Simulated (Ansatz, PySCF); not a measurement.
Reaction (SMILES): C[Si](C)(Cl)Cl [dichloro(dimethyl)silane] + 4 [H][H] (H2) → 2 C (CH4) + 2 Cl (HCl) + [SiH4] (SiH4)
Geometries: B3LYP-D3(BJ)/def2-TZVP minima from Ansatz (a first-principles code). Frequencies are from Ansatz or PySCF.

Quantity: energy of full hydrogenation (enthalpy at 298 K, with B3LYP-D3(BJ) rigid-rotor harmonic-oscillator terms), in kJ/mol. Correlated levels leave the core frozen unless marked. No spin-orbit coupling. No relativistic terms. CBS(X,Y): correlation extrapolated as X^-3; Hartree-Fock from the larger set. [CCSD(T)-MP2]/basis is that difference in the basis named.

RI-MP2/CBS(cc-pV(T+d)Z,cc-pV(Q+d)Z)+[CCSD(T)-MP2]/cc-pV(T+d)Z (Ansatz) gives 159.1 kJ/mol.

Q: Another calculation gave 117.9 kJ/mol. Which level was it?
A. r2SCANh/def2-TZVPD (Ansatz)
B. B97M-V/def2-TZVPD (Ansatz)
C. B3LYP/def2-TZVPD (Ansatz)
D. TPSSh/def2-TZVPD (PySCF)

A: C, B3LYP/def2-TZVPD (Ansatz). The others give 165.0 (r2SCANh), 134.9 (TPSSh), 150.0 (B97M-V) kJ/mol.
